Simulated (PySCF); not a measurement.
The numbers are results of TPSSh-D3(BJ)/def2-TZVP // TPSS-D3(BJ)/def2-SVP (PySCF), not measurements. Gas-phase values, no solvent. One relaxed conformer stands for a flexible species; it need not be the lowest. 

Reference species: [Zr(Cl)3(NH2)] (neutral, multiplicity 1).

```json
{
  "mean_distance_from_the_central_atom_to_its_bonded_neighbours": "2.272 Å",
  "coordination_number": "4",
  "HOMO–LUMO gap": "4.91 eV"
}
```

Changed species: [Zr(Cl)4] (0 of 4 Cl replaced by NH2; the reference has 1 of 4 Cl replaced by NH2).

What does the change do to the mean distance from the central atom to its bonded neighbours, coordination number and HOMO–LUMO gap?

the mean distance from the central atom to its bonded neighbours increases by 0.065 Å, to 2.337 Å; the coordination number hardly moves; the HOMO–LUMO gap rises by 0.87 eV, to 5.78 eV.
